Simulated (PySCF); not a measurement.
C3HCl2F, SMILES FC=C=C(Cl)Cl. Geometry: PBE-D3(BJ)/def2-SVP.

Method: PBE-D3(BJ)/def2-SVP (PySCF).

Harmonic wavenumbers (cm⁻¹): 93, 115, 261, 265, 422, 475, 479, 642, 822, 829, 1045, 1219, 1397, 2016, 3090. Rotational constants (GHz): 3.116, 1.259, 0.9307; symmetry number 1.

Task: Work out the zero-point energy and the ideal-gas rigid-rotor harmonic-oscillator thermochemistry at 298.15 K and 1 atm.

Result: ZPE = ½ Σ hcν = ½ × 13169 cm⁻¹ = 18.83 kcal/mol. H − E(el) = 23.39 kcal/mol. Entropy in cal/(mol K): translation 40.43, rotation 28.87, vibration 13.28, total 82.58. G − E(el) = -1.23 kcal/mol. Cp = 22.15 cal/(mol K). Modes under 150 cm⁻¹ make the vibrational entropy uncertain.
